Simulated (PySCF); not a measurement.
**Ionisation energy of Er⁵³⁺ by level of theory**

Er⁵³⁺ [Ne] 3s2 3p3 (4S) → Er⁵⁴⁺ [Ne] 3s2 3p2 (3P), as a difference of total energies. Calculation: PySCF 2.14, in an uncontracted even-tempered set (16 s from 13 bohr⁻², ratio 2.5; 10 p from 17 bohr⁻², ratio 2.5; 4 d from 67 bohr⁻², ratio 2.7; 4 f from 100 bohr⁻², ratio 2.7); the non-relativistic Hamiltonian (point nucleus). Correlated levels: outer shells: 1s2 frozen; virtual orbitals above 40 to 60 times the deepest correlated orbital energy dropped. The calculations carry no spin-orbit coupling.

```tsv
method	ionisation energy (eV)
UHF	4927.9
MP2 (outer shells)	4927.9
SCS-MP2 (outer shells)	4927.6
CCSD (outer shells)	4927.4
CCSD(T) (outer shells)	4927.4
```

Spin-orbit coupling is strong in these open shells (close to jj coupling). The scalar numbers leave it out and a first-order estimate fails, so it can dominate the gap to the real levels.

The ground level that NIST lists for one species does not belong to the high-spin term computed here, so part of any gap is the choice of state.

The gap to the reference is mostly relativistic.

For comparison: 4978 ± 5 eV (theoretical estimate listed by NIST; NIST Atomic Spectra Database, ionization energies).
